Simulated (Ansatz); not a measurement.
`C=CCCCCCCCCCC=C`, relaxed as a singlet with RKS r2SCAN-D4/def2-SVP in Ansatz, starting from the GFN2-xTB geometry. Force threshold 0.03 eV/Å.

Start:

```tsv
atom	x (Å)	y (Å)	z (Å)
C1	-2.020	5.921	1.613
C2	-1.296	5.432	0.623
C3	-0.936	3.997	0.392
C4	-1.525	3.009	1.395
C5	-1.221	1.554	1.035
C6	0.267	1.213	1.126
C7	0.552	-0.286	1.016
C8	0.218	-0.863	-0.358
C9	0.623	-2.331	-0.480
C10	0.268	-2.902	-1.851
C11	0.591	-4.396	-1.957
C12	2.062	-4.656	-1.903
C13	2.655	-5.438	-1.022
H14	-2.223	6.975	1.695
H15	-2.442	5.299	2.383
H16	-0.893	6.107	-0.124
H17	0.155	3.924	0.401
H18	-1.264	3.723	-0.616
H19	-2.609	3.140	1.425
H20	-1.132	3.224	2.391
H21	-1.771	0.904	1.721
H22	-1.585	1.355	0.025
H23	0.814	1.732	0.337
H24	0.647	1.570	2.086
H25	-0.016	-0.821	1.781
H26	1.614	-0.454	1.217
H27	-0.855	-0.777	-0.541
H28	0.734	-0.282	-1.126
H29	0.114	-2.911	0.293
H30	1.698	-2.434	-0.313
H31	-0.799	-2.755	-2.035
H32	0.816	-2.357	-2.624
H33	0.203	-4.769	-2.909
H34	0.090	-4.937	-1.152
H35	2.646	-4.151	-2.662
H36	3.720	-5.601	-1.024
H37	2.097	-5.957	-0.260
```

(1) Estimate the energy that the relaxation releases and the steps that it takes.

(2) Does the start keep its bonding?

(3) Predict the relaxed structure.

## Answers

(1) 14.2 kJ/mol, in 5 steps; 49 s on 4 threads of Arm Neoverse V1 on a shared host. No frequencies were taken in this run, so the end may be a saddle point.

(2) By distances, no bond broke or formed. The bond that changes most is C12–C13, from 1.32 to 1.34 Å (atoms count from 1).

(3) 
```csv
atom,x (Å),y (Å),z (Å)
C1,-2.0420,5.9594,1.6287
C2,-1.2929,5.4725,0.6321
C3,-0.9425,4.0332,0.3952
C4,-1.5363,3.0309,1.3797
C5,-1.2131,1.5717,1.0532
C6,0.2716,1.2156,1.1478
C7,0.5694,-0.2783,1.0079
C8,0.2157,-0.8721,-0.3546
C9,0.6038,-2.3420,-0.4907
C10,0.2477,-2.9394,-1.8488
C11,0.6050,-4.4269,-1.9847
C12,2.0776,-4.6940,-1.9173
C13,2.6843,-5.4775,-1.0180
H14,-2.2390,7.0320,1.7126
H15,-2.4846,5.3153,2.3951
H16,-0.8756,6.1788,-0.0993
H17,0.1615,3.9499,0.3835
H18,-1.2474,3.7626,-0.6359
H19,-2.6330,3.1608,1.4008
H20,-1.1809,3.2663,2.4004
H21,-1.7762,0.9189,1.7459
H22,-1.5943,1.3379,0.0419
H23,0.8429,1.7660,0.3773
H24,0.6579,1.5705,2.1215
H25,0.0299,-0.8351,1.7983
H26,1.6442,-0.4508,1.2004
H27,-0.8686,-0.7671,-0.5438
H28,0.7175,-0.2851,-1.1485
H29,0.1053,-2.9282,0.3056
H30,1.6883,-2.4569,-0.3085
H31,-0.8348,-2.8139,-2.0326
H32,0.7575,-2.3667,-2.6473
H33,0.2184,-4.7921,-2.9550
H34,0.0904,-5.0091,-1.1996
H35,2.6913,-4.1831,-2.6745
H36,3.7693,-5.6176,-1.0218
H37,2.1116,-6.0064,-0.2472
```
Bond lengths: 12 × C–C 1.34 to 1.54 Å; 24 × C–H 1.09 to 1.11 Å.
